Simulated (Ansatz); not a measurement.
`B[SiH](F)CC=N`, charge 0, multiplicity 1.

(1) Give a relaxed structure at PBE0-D4/def2-TZVP (Ansatz 0.2.0). (Estimate.)

Results:

(1) Computed: 
Z-matrix (Å, degrees):
```
Si
F 1 1.611
C 1 1.886 2 107.3
B 1 2.005 2 112.5 3 122.4
H 1 1.489 2 106.7 3 -116.9
C 3 1.488 1 111.9 2 -58.0
H 3 1.095 1 108.1 2 64.1
H 3 1.094 1 107.5 2 -178.4
H 4 1.195 1 123.6 2 1.0
H 4 1.197 1 118.8 2 -179.1
N 6 1.265 3 121.5 1 -102.1
H 6 1.098 3 115.5 1 76.4
H 11 1.019 6 110.9 3 178.5
```
This is one stationary point; other conformers may exist.
